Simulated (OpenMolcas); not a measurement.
B2+: terms and fine structure

| Quantity | Value |
| --- | --- |
| Program | OpenMolcas |
| Method | CASSCF |
| Basis | ANO-RCC-VQZP [5s4p3d2f1g] |
| Scalar Hamiltonian | DKH2, point nucleus |
| Active space | 1 electron in 4 orbitals (2s 2p) |
| State averaging | 2S+1 = 2 even, 1 root; 2S+1 = 2 odd, 3 roots |
| Spin-orbit coupling | state interaction with AMFI integrals over the reference wave functions, term energies averaged over their components |

Spin-free terms above the lowest, with the occupations of the reference:

```
Configuration  Term  E (eV)  Occupations
           2s    2S  0.0000      2s 1.00
           2p   2P*  6.0637      2p 1.00
```

With spin-orbit coupling, above the lowest level:

```json
{"Configuration": "2s", "Term": "2S", "J": "1/2", "E (eV)": "0.0000", "Measured (eV)": "0.0000", "g": "2.002", "Term weight %": "100"}
{"Configuration": "2p", "Term": "2P*", "J": "1/2", "E (eV)": "6.0612", "Measured (eV)": "5.9957", "g": "0.666", "Term weight %": "100"}
{"Configuration": "2p", "Term": "2P*", "J": "3/2", "E (eV)": "6.0650", "Measured (eV)": "5.9999", "g": "1.334", "Term weight %": "100"}
```

Against the 2 measured excited levels shown (Moore, Atomic Energy Levels, vol. I, NSRDS-NBS 35 (1971 reprint of NBS Circular 467, 1949)) the mean absolute deviation is 530 cm-1; the largest miss in energy is 2p 2P* 1/2: computed 6.0612, measured 5.9957 eV (+1.1 %).

With one active electron the reference holds no correlation, so core polarisation is missing. Computed and measured levels are paired by configuration, term and J; levels that our copy of the source lacks, or whose pairing is in doubt (as where it misses far off the trend of its configuration), stay unpaired and out of the deviations. Levels of configurations outside the active space are missing.

The RASSCF and RASSI steps took 4.1 s on 1 thread of Intel(R) Xeon(R) 6975P-C (Granite Rapids) (shared host); the integral step is not counted.

The term weight is that of the spin-free term in the level, not the purity of its configuration. * marks odd parity.
